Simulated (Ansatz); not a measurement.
Consider the hydrogenolysis of a C–C bond: `CCCCCCCCCCC` + H₂ → `CCCCCC` + `CCCCC`.

Isolated molecules relaxed with PBE0-D4/def2-TZVP in Ansatz; ΔE leaves out vibrations. CBS: MP2 limit from def2 TZ/QZ plus the TZ coupled-cluster correction, frozen cores. This one scheme is used for every species. Functionals use def2-TZVPP. B3LYP here is the variant with VWN-RPA as its local correlation; programs differ in this. Each species was taken in one conformer, which may not be the lowest.

`CCCCCCCCCCC`:

Cartesian coordinates in Å:
```
C 1.241 0.456 -4.706
C 0.284 -0.070 -3.650
C 0.994 -0.667 -2.446
C 0.037 -1.189 -1.387
C 0.718 -1.866 -0.204
C 1.684 -0.981 0.579
C 1.088 0.319 1.104
C -0.087 0.133 2.050
C -0.609 1.448 2.606
C -1.752 1.302 3.603
C -3.024 0.720 3.007
H 1.889 -0.341 -5.081
H 1.886 1.239 -4.297
H 0.707 0.880 -5.560
H -0.374 0.740 -3.313
H -0.374 -0.827 -4.093
H 1.649 -1.483 -2.779
H 1.656 0.092 -2.012
H -0.592 -0.364 -1.033
H -0.650 -1.905 -1.852
H -0.051 -2.253 0.472
H 1.266 -2.744 -0.564
H 2.077 -1.559 1.424
H 2.551 -0.745 -0.048
H 0.775 0.951 0.264
H 1.874 0.882 1.620
H -0.895 -0.394 1.531
H 0.215 -0.518 2.881
H 0.219 1.981 3.087
H -0.936 2.086 1.774
H -1.420 0.677 4.440
H -1.975 2.285 4.030
H -3.830 0.694 3.743
H -3.368 1.320 2.159
H -2.875 -0.301 2.649
```

H₂:

Z-matrix (Å, degrees):
```
H
H 1 0.746
```

`CCCCCC`:

```xyz
20

C     1.019   -2.185    0.097
C     1.286   -0.755    0.537
C     1.019    0.285   -0.546
C    -0.414    0.320   -1.069
C    -1.484    0.558   -0.009
C    -1.332    1.873    0.737
H    -0.035   -2.347   -0.142
H     1.290   -2.897    0.880
H     1.600   -2.437   -0.795
H     2.331   -0.665    0.853
H     0.686   -0.528    1.425
H     1.692    0.097   -1.391
H     1.292    1.273   -0.162
H    -0.635   -0.616   -1.592
H    -0.486    1.109   -1.827
H    -1.485   -0.271    0.708
H    -2.465    0.530   -0.495
H    -2.157    2.030    1.435
H    -0.405    1.908    1.314
H    -1.318    2.719    0.043
```

`CCCCC`:

```xyz
17

C     0.928   -1.345   -1.781
C     0.031   -0.865   -0.653
C     0.705    0.174    0.230
C    -0.132    0.634    1.417
C    -1.398    1.383    1.030
H     0.429   -2.093   -2.402
H     1.846   -1.794   -1.391
H     1.220   -0.516   -2.431
H    -0.892   -0.454   -1.075
H    -0.271   -1.718   -0.034
H     1.651   -0.240    0.599
H     0.976    1.045   -0.381
H     0.483    1.278    2.054
H    -0.394   -0.236    2.030
H    -2.089    0.751    0.468
H    -1.163    2.252    0.407
H    -1.930    1.743    1.913
```

```json
{"level": "PBE-D4", "ΔE (kJ/mol)": "-58.2", "difference from CCSD(T)/CBS": "-2.3"}
{"level": "r2SCAN-D4", "ΔE (kJ/mol)": "-59.3", "difference from CCSD(T)/CBS": "-3.4"}
{"level": "B3LYP-D4", "ΔE (kJ/mol)": "-62.7", "difference from CCSD(T)/CBS": "-6.8"}
{"level": "ωB97X-V", "ΔE (kJ/mol)": "-58.7", "difference from CCSD(T)/CBS": "-2.8"}
{"level": "B2PLYP", "ΔE (kJ/mol)": "-68.2", "difference from CCSD(T)/CBS": "-12.3"}
{"level": "PBE", "ΔE (kJ/mol)": "-67.9", "difference from CCSD(T)/CBS": "-12.0"}
{"level": "r2SCAN", "ΔE (kJ/mol)": "-63.6", "difference from CCSD(T)/CBS": "-7.7"}
{"level": "PBE0", "ΔE (kJ/mol)": "-69.1", "difference from CCSD(T)/CBS": "-13.2"}
{"level": "B3LYP", "ΔE (kJ/mol)": "-76.8", "difference from CCSD(T)/CBS": "-20.9"}
{"level": "MP2/def2-TZVPP", "ΔE (kJ/mol)": "-52.4", "difference from CCSD(T)/CBS": "3.5"}
{"level": "SCS-MP2/def2-TZVPP", "ΔE (kJ/mol)": "-58.4", "difference from CCSD(T)/CBS": "-2.5"}
{"level": "CCSD/def2-TZVPP", "ΔE (kJ/mol)": "-62.0", "difference from CCSD(T)/CBS": "-6.1"}
{"level": "CCSD(T)/def2-TZVPP", "ΔE (kJ/mol)": "-56.7", "difference from CCSD(T)/CBS": "-0.8"}
{"level": "HF/def2-QZVPP", "ΔE (kJ/mol)": "-84.6", "difference from CCSD(T)/CBS": "-28.7"}
{"level": "SCS-MP2/def2-QZVPP", "ΔE (kJ/mol)": "-58.0", "difference from CCSD(T)/CBS": "-2.1"}
{"level": "MP2/CBS(def2)", "ΔE (kJ/mol)": "-51.6", "difference from CCSD(T)/CBS": "4.3"}
{"level": "CCSD(T)/CBS", "ΔE (kJ/mol)": "-55.9", "difference from CCSD(T)/CBS": "0"}
```

Largest T1 diagnostic among the species: 0.009.

In def2-TZVPP, CCSD(T) changes the Hartree–Fock value by +28.0 kJ/mol (the triples alone add +5.3 kJ/mol) and MP2 by +32.3 kJ/mol. The D4 term adds +14.2 kJ/mol with B3LYP and +8.9 kJ/mol with PBE0; it sums over pairs of atoms, weighted by their polarisabilities, and B3LYP, whose exchange is more repulsive, gets the larger term.
